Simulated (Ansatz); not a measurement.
Born–Oppenheimer molecular dynamics of BClFH3OS (8 atoms, charge 0, multiplicity 1). It starts at the highest image of a converged band, a first-order saddle point between two minima.

All numbers below come from Ansatz 0.2.0, RHF/def2-SVP.

```json
{"ensemble": "NVE (velocity Verlet)", "time step": "0.5 fs", "steps asked": "200", "starting velocities drawn for": "100 K", "seed": "7061"}
```

First frame:

```xyz
8
Properties=species:S:1:pos:R:3
B -0.053 0.350 0.115
Cl -0.390 -0.501 2.297
F 1.158 -0.081 -0.166
O -1.152 0.051 -0.581
H -1.194 -0.841 -0.897
S -0.137 2.158 0.892
H 1.167 2.296 1.155
H -0.399 1.197 2.026
```

Question: What does the run give?

Answer: The run went to its last step.

| Quantity | Value |
| --- | --- |
| steps done | 200 |
| time covered | 100 fs |
| mean temperature over the second half | 1526 K |
| spread of the potential energy over the second half | 30.6 meV per atom |
| mean potential energy of the second half above the start | -138.3 meV per atom |

The conserved energy stayed within 0.068 meV per atom of its start (net change 0.021 meV per atom), so the integration is sound. The kinetic energy rose, since the run started high on the potential surface and went downhill. It ends in pieces (BClFHO + H2S), so much of that is their flight and rotation, not heat. A run of 0.1 ps of so small a system gives no equilibrium averages. The orbitals stay closed-shell, which can raise the energy where a bond breaks towards radicals; this wasn't checked here.

Question: What happens to the structure?

Answer: Between its relaxed ends the band would form B1–S6, Cl2–H8 and break B1–Cl2, S6–H8. These pairs go: B1–S6 1.97 → 3.21 Å, Cl2–H8 1.72 → 4.08 Å, B1–Cl2 2.37 → 1.87 Å, S6–H8 1.51 → 1.32 Å. In the last frame they stand as before the step (other bonds may differ from the relaxed reactants and products). It ends as BClFHO + H2S. Pairs count as bonded within 1.25 times the sum of covalent radii (0.12 Å more for H–H). Another seed would give other details.

Question: How do temperature and energy run in time?

Answer: 
```tsv
time (fs)	T (K)	potential energy less start (eV)	conserved less start (meV/atom)
0	100	0.000	0.00
8	36	0.050	0.04
16	44	0.044	0.02
24	67	0.026	0.01
32	193	-0.072	0.04
40	607	-0.393	0.00
48	1097	-0.774	0.00
56	1096	-0.772	0.03
64	1199	-0.853	-0.05
72	1540	-1.117	-0.01
80	1710	-1.248	0.00
88	1883	-1.383	-0.02
96	1790	-1.310	0.04
```

Run time: 3.7 min on 1 thread of Intel(R) Xeon(R) 6975P-C (Granite Rapids), with other jobs on the host, peak memory 0.19 GiB.
